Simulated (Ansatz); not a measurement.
A nudged elastic band was laid between two geometries of CH9PSi2 (13 atoms, charge 0, multiplicity 1).

Level of theory: RKS PBE/def2-SVP (Ansatz 0.2.0).

```
movable images  : 8
climbing image  : no
spring          : 5.0 eV/Å²
optimiser       : quadratic models (default)
start path      : IDPP
force threshold : 0.05 eV/Å
iteration limit : 60
end points      : relaxed
```

Initial state:

```xyz
13
Properties=species:S:1:pos:R:3
C -1.818 0.103 0.934
Si -0.493 -1.190 0.513
Si 1.499 -0.170 -0.234
P 1.066 1.005 -2.155
H -1.457 0.795 1.721
H -2.083 0.702 0.040
H -2.740 -0.390 1.303
H -0.993 -2.118 -0.566
H -0.177 -2.029 1.727
H 2.083 0.691 0.860
H 2.522 -1.221 -0.585
H 2.290 1.764 -2.089
H 0.321 2.023 -1.455
```

Final state:

```xyz
13
Properties=species:S:1:pos:R:3
C -1.758 0.285 1.197
Si -0.536 -1.043 0.615
Si 1.448 -0.066 -0.206
P 0.881 1.412 -1.867
H -1.332 0.871 2.036
H -1.996 0.988 0.373
H -2.704 -0.178 1.543
H -1.146 -1.866 -0.494
H -0.198 -1.986 1.743
H 2.107 0.743 0.883
H 2.431 -1.119 -0.657
H 2.234 1.561 -2.338
H 0.591 0.364 -2.813
```

Q: What changes between the two ends?

A: No bond is made or broken. The height of P4 over the plane of its neighbours goes from -0.88 to 0.88 Å.

Q: Give the energies along the band, and the barrier.

A: It converged. The highest image is number 5 of 0 to 9, 21.5 kcal/mol above the first end and 21.8 kcal/mol above the last; the last end lies 0.2 kcal/mol below the first. No image climbed, so the highest image needn't sit at the top of the path.

```tsv
image	path coordinate (Å)	energy (kcal/mol)	height of P4 over the plane of its neighbours (Å)
0	0.00	0.0	-0.88
1	0.47	0.1	-0.88
2	0.94	0.4	-0.88
3	1.41	2.3	-0.76
4	1.88	16.9	-0.35
5	2.34	21.5	0.18
6	2.80	5.0	0.65
7	3.26	0.3	0.85
8	3.72	-0.1	0.88
9	4.18	-0.2	0.88
```

Q: What is the geometry of the highest image?

A: 
```xyz
13
Properties=species:S:1:pos:R:3
C -1.668 0.186 1.134
Si -0.498 -1.139 0.455
Si 1.594 -0.258 -0.208
P 1.066 1.329 -1.636
H -1.228 0.674 2.026
H -1.863 0.970 0.376
H -2.636 -0.269 1.427
H -1.110 -1.833 -0.736
H -0.222 -2.190 1.503
H 2.265 0.421 0.964
H 2.521 -1.361 -0.657
H 1.989 2.125 -2.352
H -0.189 1.312 -2.281
```

Run time: 100 s on 2 threads of Intel(R) Xeon(R) Platinum 8488C (Sapphire Rapids), on a shared host, peak memory 0.17 GiB.
